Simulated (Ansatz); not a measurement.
## Reading a saddle point

A first-order saddle point of Si2H6F2, singlet, PBE0-D4/def2-TZVP, with one imaginary mode of 1266i cm⁻¹:

```
10
angstrom
Si -0.7388 0.9285 0.1912
Si 0.7869 -1.0944 -0.4564
F -2.0664 0.8637 1.0719
F -1.4170 0.4227 -1.1917
H -0.0836 2.1786 -0.2084
H 0.3819 0.0838 0.9308
H 0.0969 0.9693 1.6253
H -0.1900 -2.1968 -0.6126
H 1.3130 -0.6192 -1.7572
H 1.9171 -1.5364 0.4072
```

Ansatz 0.2.0; basis: def2-TZVPP and def2-QZVPP; cores frozen in the correlated methods. Extrapolation: Hartree–Fock as exp(−7.88 √X), correlation as X^−2.97.

**Question.** Which contacts change along the imaginary mode, and what lies on either side? (Judge from chemistry; the calculation decides.)

**Answer.** The calculation gives: The step is Si₂H₄F₂ ([F][SiH]([F])[SiH3]) + H₂ → SiH₂F₂ ([F][SiH2][F]) + SiH₄, with the molecules in contact on both sides. Shortening one way: Si1–H7, Si2–H6; lengthening the same way: Si1–Si2, H6–H7.
```csv
pair,one side (Å),saddle (Å),other side (Å)
Si1–H7,3.38,1.66,1.47
Si2–H6,4.01,1.86,1.49
Si1–Si2,2.34,2.62,3.98
H6–H7,0.75,1.16,2.89
```

**Question.** Which side is lower, and how far does the saddle lie above each? (Judge from chemistry; the value comes from the calculation.)

**Answer.** The calculation gives: The side with Si1–H7, Si2–H6 short is lower by 0.367 eV; the saddle lies 2.964 eV above it and 2.597 eV above the other (CCSD(T) at an estimated basis limit (MP2 extrapolated from triple and quadruple zeta, plus CCSD(T) − MP2 in triple zeta); electronic energies).

No T1 diagnostic of these runs exceeds 0.014.

Labels in which every atom is bracketed show which atoms are joined, not bond orders.

For scale, one of the runs: CCSD(T)/def2-TZVPP, 230 basis functions, launched by `ansatz run in.yaml --threads 4 --pin off --events-out ev --progress --plain --max-ram 9574MiB`. The run took 81 s on 4 CPU threads of an Arm Neoverse V1 (shared host), with 3.8 GiB of host memory at its peak.
